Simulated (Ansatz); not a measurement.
```yaml
crystal:
  periodic: [false, false, false]
  atoms:
    - {symbol: N, position_ang: [-1.012329, 0.884178, -1.521226]}
    - {symbol: C, position_ang: [-0.426620, 0.306473, -0.577686]}
    - {symbol: C, position_ang: [0.869952, 0.303653, 0.161675]}
    - {symbol: Ge, position_ang: [-0.453772, -1.029218, 0.814571]}
    - {symbol: H, position_ang: [-0.406566, 1.602571, -1.935924]}
    - {symbol: H, position_ang: [1.741275, -0.052067, -0.385518]}
    - {symbol: H, position_ang: [1.078195, 1.173975, 0.781651]}
    - {symbol: H, position_ang: [-0.178811, -2.494380, 0.490424]}
    - {symbol: H, position_ang: [-1.122923, -0.741384, 2.155032]}
basis:
  gaussian: {orbitals: def2-TZVPD}
hamiltonian: {xc: {name: BHLYP}}
scf: {lower_state_search: light}
output: {forces: true}
```

```sh
$ ansatz run in.yaml --threads 2 --pin off --events-out ev --progress --plain --max-ram 4352MiB
```

Shortened log:

```
Functional definition: BHLYP
1366 factors; their error is unknown
mean field evaluation 1: about -60152.2066 eV, gradient 5.5e1 eV
mean field evaluation 2: about -60149.4984 eV, gradient 6.3e1 eV
mean field evaluation 4: about -60159.1352 eV, gradient 2.7e0 eV
mean field evaluation 8: about -60159.1516 eV, gradient 8.5e-2 eV
mean field evaluation 16: about -60159.6311 eV, gradient 1.5e-4 eV
mean field -60159.63106416 eV, -2210.8256639453 hartree, gradient 1.4e-5 eV, S^2 0.000000; 0 other end points of the search recorded, 0 dependent functions left out
reference -60159.63125295 eV, -2210.8256708831 hartree; 28, 28 occupied and 182, 182 virtual orbitals, 1366 factors
Total energy: -60159.63125295 eV, -2210.8256708831 hartree
Atom 0 at    -1.012329     0.884178    -1.521226 Å, force     0.650571     0.031213     0.334247 eV/Å
Atom 1 at    -0.426620     0.306473    -0.577686 Å, force    -0.359906     0.131891    -0.339388 eV/Å
Atom 2 at     0.869952     0.303653     0.161675 Å, force     0.232317     0.126487    -0.000037 eV/Å
Atom 3 at    -0.453772    -1.029218     0.814571 Å, force     0.045119    -0.015016     0.037532 eV/Å
Atom 4 at    -0.406566     1.602571    -1.935924 Å, force    -0.256061    -0.266105     0.137072 eV/Å
Atom 5 at     1.741275    -0.052067    -0.385518 Å, force    -0.245639     0.118266     0.135967 eV/Å
Atom 6 at     1.078195     1.173975     0.781651 Å, force    -0.059110    -0.225474    -0.197065 eV/Å
Atom 7 at    -0.178811    -2.494380     0.490424 Å, force    -0.053936     0.140758     0.033137 eV/Å
Atom 8 at    -1.122923    -0.741384     2.155032 Å, force     0.046646    -0.042020    -0.141464 eV/Å
Dipole moment:     0.381353    -0.066338     0.286925 e Å
```

Hardware: 2 threads of an AMD EPYC 7B13 on a shared host. Wall time 6 s, peak host memory 0.58 GiB.
